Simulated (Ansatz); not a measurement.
Start from `O[SiH2]/C=C\[SiH](O)O` and change one atom or group to get `O[SiH](O)/C=C\[SiH2]Cl`.

Ansatz, PBE0-D4/def2-TZVP geometries, multiplicity 1. Each molecule was computed in one conformer, which needn't be the lowest.

```json
{"property": "HOMO–LUMO gap (ωB97M-V/def2-TZVPP) / eV", "`O[SiH2]/C=C\\[SiH](O)O`": "11.04"}
{"property": "LUMO energy (PBE/def2-TZVPP) / eV", "`O[SiH2]/C=C\\[SiH](O)O`": "-2.04"}
{"property": "size of the dipole moment (PBE/def2-TZVPP) / D", "`O[SiH2]/C=C\\[SiH](O)O`": "2.77"}
{"property": "LUMO energy (PBE0/def2-TZVPP) / eV", "`O[SiH2]/C=C\\[SiH](O)O`": "-1.10"}
{"property": "HOMO energy (ωB97M-V/def2-TZVPP) / eV", "`O[SiH2]/C=C\\[SiH](O)O`": "-10.11"}
{"property": "HOMO energy (PBE0/def2-TZVPP) / eV", "`O[SiH2]/C=C\\[SiH](O)O`": "-7.91"}
```

**Question.** What does the change do to each property? (Estimate.)

**Answer.** Ansatz gave: 
```
                                      property  `O[SiH](O)/C=C\[SiH2]Cl`  shift
       HOMO–LUMO gap (ωB97M-V/def2-TZVPP) / eV                     11.07   0.03
             LUMO energy (PBE/def2-TZVPP) / eV                     -2.32  -0.28
size of the dipole moment (PBE/def2-TZVPP) / D                      2.56  -0.21
            LUMO energy (PBE0/def2-TZVPP) / eV                     -1.39  -0.29
         HOMO energy (ωB97M-V/def2-TZVPP) / eV                    -10.43  -0.32
            HOMO energy (PBE0/def2-TZVPP) / eV                     -8.23  -0.32
```

Dipoles are sizes alone; their direction can turn.
